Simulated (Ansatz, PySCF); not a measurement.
The pair A = GaH3 (SMILES [GaH3]) (first 4 atoms), B = PH3 (SMILES P); geometry from B3LYP-D3(BJ)/def2-TZVP.
(charge 0, multiplicity 1):
```xyz
8

Ga    -0.46140     0.48940     0.71029
H     -1.53945     1.49702     1.26562
H     -0.95067    -0.79868    -0.05585
H      1.00394     1.01248     0.45528
P      0.03315    -0.67019     2.95052
H      0.98565    -1.70724     2.99417
H      0.52282     0.09611     4.02641
H     -1.00976    -1.32777     3.63205
```

Cores are frozen in the correlated methods. Filled d and f shells under p-block atoms count as core. CBS(a, b) extrapolates the correlation energy as X⁻³ and adds the Hartree–Fock energy of set b.

Run with Ansatz (an electronic-structure program); PySCF for the dispersion terms. Each number belongs to the level named beside it.

The monomers are drawn apart, rigid, along the line of their centres of mass. Counterpoise-corrected interaction energies (kcal/mol):

| level | R = 3.667 Å | R = 4.696 Å |
|---|---|---|
| PBE/def2-TZVPPD | -6.0755 | -1.6422 |
| PBE-D3(BJ)/def2-TZVPPD | -6.9100 | -2.0017 |
| wB97M-V/def2-TZVPPD | -6.2499 | -1.7781 |
| CCSD(T)/CBS(def2-SVPD, def2-TZVPPD) | -5.9740 | -1.8193 |

**Question.** R is the distance of the centres of mass. Find the local exponent m of E ∝ R⁻ᵐ between the two points.

**Answer.** 
m = ln(E₁/E₂)/ln(R₂/R₁): PBE/def2-TZVPPD 5.3; PBE-D3(BJ)/def2-TZVPPD 5.0; wB97M-V/def2-TZVPPD 5.1; CCSD(T)/CBS(def2-SVPD, def2-TZVPPD) 4.8. For scale, two fixed dipoles give m = 3, dipole and quadrupole 4, quadrupoles 5, and dispersion or dipole-induced dipole 6 at long range; at these distances several terms mix, and what is left of overlap and damping shifts m, so it need not match one of them.
